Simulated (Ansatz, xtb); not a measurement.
**Relative energy of two isomers of C2H9B3**

Structure a: `BCBCB`, a singlet. Structure b: `BC(B)BC`, a singlet. Both are isolated molecules in the gas phase, relaxed with BLYP-D3(BJ)/def2-SVP, each in the lowest conformer that the search found.

Task: Estimate E(b) − E(a) at the level CCSD(T)/def2-SVP + ΔMP2/def2-TZVPP.

Result: Calculated at CCSD(T)/def2-SVP + ΔMP2/def2-TZVPP: E(b) − E(a) = −8.0 kcal/mol, so structure b lies lower.

Level by level:

| level | geometry | E(b) − E(a) (kcal/mol) | departure from the last row (kcal/mol) | job, with rough time for the two |
| --- | --- | --- | --- | --- |
| GFN2-xTB | GFN2-xTB | −3.6 | +4.5 | optimisation, 0.24 s |
| HF/STO-3G | GFN2-xTB | −3.8 | +4.2 | single point, 0.32 s |
| r2SCAN-D4/def2-SVP | GFN2-xTB | −7.6 | +0.5 | single point, 4.7 s |
| BLYP-D3(BJ)/def2-SVP | BLYP-D3(BJ)/def2-SVP | −7.3 | +0.7 | optimisation, 49 s |
| HF/def2-SVP | BLYP-D3(BJ)/def2-SVP | −3.4 | +4.7 | part of the CCSD(T) run |
| MP2/def2-SVP | BLYP-D3(BJ)/def2-SVP | −8.0 | +0.1 | part of the CCSD(T) run |
| CCSD(T)/def2-SVP | BLYP-D3(BJ)/def2-SVP | −7.6 | +0.5 | single point |
| CCSD(T)/def2-SVP + ΔMP2/def2-TZVPP | BLYP-D3(BJ)/def2-SVP | −8.0 |  | single point, 44 s |

As drawn, both hold the same kinds of bond in the same numbers. Structure a has 0 methyl groups, b 1.

The levels shown agree on the order. The largest departure from CCSD(T)/def2-SVP + ΔMP2/def2-TZVPP is that of HF/def2-SVP, 4.7 kcal/mol. The last row adds to CCSD(T) the change of the MP2 difference between the two basis sets, here −0.5 kcal/mol.

With harmonic frequencies from BLYP-D3(BJ)/def2-SVP (ideal gas, rigid rotor, one conformer each, 298.15 K, 1 atm): on the last row, ΔE + ΔZPE = −7.3 kcal/mol. A mode under 50 cm⁻¹ makes harmonic enthalpies and free energies unreliable, so none is given.

The correlated steps freeze 5 core orbitals. Run with Ansatz 0.2.0, xtb 6.7.1; the last row on 2 threads of Arm Neoverse V1 on a shared host.
